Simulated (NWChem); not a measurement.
System: C2H3ClF2Si; SMILES [Si](Cl)(F)(C=C)F

The following NWChem deck was run.

```
start job
memory heap 200 mb stack 900 mb global 1100 mb
geometry units angstroms noautoz
  C     -0.782056    -2.544915    -0.098893
  C     -0.643271    -1.438049     0.658765
  Si     0.287181     0.030380     0.045427
  F      0.815765    -0.256919    -1.464513
  F      1.599012     0.341320     0.951489
  Cl    -0.857322     1.736230     0.029967
  H     -0.343590    -2.612469    -1.108711
  H     -1.339513    -3.428014     0.257115
  H     -1.099733    -1.400931     1.663919
end
basis spherical
  * library def2-svp
end
dft
  xc b3lyp
  iterations 150
  mulliken
end
task dft energy
```

Output (shortened):

```
             Northwest Computational Chemistry Package (NWChem) 7.3.0
             --------------------------------------------------------

 C1  symmetry detected

                             Geometry "geometry" -> ""
                             -------------------------

 Output coordinates in angstroms (scale by  1.889725989 to convert to a.u.)

  No.       Tag          Charge          X              Y              Z
 ---- ---------------- ---------- -------------- -------------- --------------
    1 C                    6.0000    -0.85104884    -2.51422849    -0.01296733
    2 C                    6.0000    -0.68307891    -1.38265216     0.70102173
    3 Si                  14.0000     0.29054211     0.03347632     0.03405067
    4 F                    9.0000     0.81517900    -0.32811510    -1.46123136
    5 F                    9.0000     1.60801485     0.34274553     0.93246636
    6 Cl                  17.0000    -0.80495113     1.76907879    -0.05329326
    7 H                    1.0000    -0.41171537    -2.63401867    -1.01754923
    8 H                    1.0000    -1.43443039    -3.36644187     0.37531372
    9 H                    1.0000    -1.14125262    -1.29293721     1.70207016

 Effective nuclear repulsion energy (a.u.)     369.1096736399

                                 NWChem DFT Module
                                 -----------------

 Summary of "ao basis" -> "ao basis" (spherical)
 ------------------------------------------------------------------------------
       Tag                 Description            Shells   Functions and Types
 ---------------- ------------------------------  ------  ---------------------
 C                          def2-svp                 6       14   3s2p1d
 Si                         def2-svp                 8       18   4s3p1d
 F                          def2-svp                 6       14   3s2p1d
 Cl                         def2-svp                 8       18   4s3p1d
 H                          def2-svp                 3        5   2s1p

            General Information
            -------------------
          SCF calculation type: DFT
          Wavefunction type:  closed shell.
          No. of atoms     :     9
          No. of electrons :    64
           Alpha electrons :    32
            Beta electrons :    32
          Charge           :     0
          Spin multiplicity:     1
          Use of symmetry is: off; symmetry adaption is: off
          Maximum number of iterations: 150
          AO basis - number of functions:   107
                     number of shells:    49
          Convergence on energy requested:  1.00D-06
          Convergence on density requested:  1.00D-05
          Convergence on gradient requested:  5.00D-04

              XC Information
              --------------
                         B3LYP Method XC Potential
                     Hartree-Fock (Exact) Exchange  0.200
                        Slater Exchange Functional  0.800 local
                    Becke 1988 Exchange Functional  0.720 non-local
              Lee-Yang-Parr Correlation Functional  0.810
                  VWN I RPA Correlation Functional  0.190 local

             Grid Information
             ----------------
          Grid used for XC integration:  medium
          Radial quadrature: Mura-Knowles
          Angular quadrature: Lebedev.
          Tag              B.-S. Rad. Rad. Pts. Rad. Cut. Ang. Pts.
          ---              ---------- --------- --------- ---------
          C                   0.70       49          10.0       434
          Si                  1.10       88          10.0       590
          F                   0.50       49          12.0       434
          Cl                  1.00       88          12.0       590
          H                   0.35       45          12.0       434
          Grid pruning is: on
          Number of quadrature shells:   507
          Spatial weights used:  Erf1

      Superposition of Atomic Density Guess
      -------------------------------------

 Sum of atomic energies:       -1023.39454435

      Non-variational initial energy
      ------------------------------

 Total energy =   -1025.301159
 1-e energy   =   -2151.234327
 2-e energy   =     756.823495
 HOMO         =      -0.349121
 LUMO         =      -0.025369

     ---------------------------------------------
      Total Density - Mulliken Population Analysis
     ---------------------------------------------

    Atom       Charge   Shell Charges
 -----------   ------   -------------------------------------------------------
    1 C    6     6.09   1.99  0.96  0.28  1.88  0.94  0.03
    2 C    6     6.42   1.99  0.98  0.32  1.98  1.12  0.02
    3 Si  14    12.30   2.00  1.99  0.80  0.07  5.93  0.77  0.42  0.32
    4 F    9     9.57   1.99  1.14  0.78  3.51  2.14  0.00
    5 F    9     9.57   1.99  1.15  0.78  3.51  2.14  0.00
    6 Cl  17    17.39   2.00  1.99  1.22  0.72  5.94  2.15  3.36  0.01
    7 H    1     0.89   0.67  0.20  0.02
    8 H    1     0.89   0.67  0.20  0.02
    9 H    1     0.87   0.65  0.20  0.02

   convergence    iter        energy       DeltaE   RMS-Dens  Diis-err
 ---------------- ----- ----------------- --------- --------- ---------
 d= 0,ls=0.0,diis     1  -1027.0298920267 -1.40D+03  1.45D-02  9.58D-01
 d= 0,ls=0.0,diis     2  -1026.9821992719  4.77D-02  7.54D-03  1.71D+00
 d= 0,ls=0.0,diis     3  -1027.1329458941 -1.51D-01  1.41D-03  4.05D-02
 d= 0,ls=0.0,diis     4  -1027.1352004709 -2.25D-03  7.13D-04  9.65D-03
 d= 0,ls=0.0,diis     5  -1027.1363075453 -1.11D-03  2.33D-04  1.14D-03
  Resetting Diis
 d= 0,ls=0.0,diis     6  -1027.1364527845 -1.45D-04  6.38D-05  5.98D-05
 d= 0,ls=0.0,diis     7  -1027.1364611105 -8.33D-06  2.11D-05  1.62D-06
 d= 0,ls=0.0,diis     8  -1027.1364610498  6.08D-08  1.12D-05  2.23D-06
 d= 0,ls=0.0,diis     9  -1027.1364613017 -2.52D-07  1.62D-06  6.25D-08

[...]
```

Level: B3LYP/def2-SVP. The geometry was optimised at PBE-D3(BJ)/def2-SVP.
